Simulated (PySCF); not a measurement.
## Correlation energy of C⁺ (carbon, charge +1)

[He] 2s1 2p2, high-spin 4P determinant (an excited configuration). Computed with PySCF 2.14 in x2c-TZVPPall (5s3p2d1f, 31 functions), with scalar relativity by spin-free X2C-1e. Frozen: 1s2; 3 electrons correlated.

```
  level  correlation energy (mhartree)
   CCSD                         -15.39
    (T)                          -0.05
CCSD(T)                         -15.44
  CCSDT                         -15.45
    FCI                         -15.45
```

Diagnostics: T1 = 0.0018, D1 = 0.0026, largest double amplitude 0.030, weight of the Hartree-Fock determinant in FCI 0.9940 (4060 determinants).

**Question.** Is a single reference adequate?

**Answer.** Yes: T1 lies below 0.03 and no double amplitude reaches 0.07.
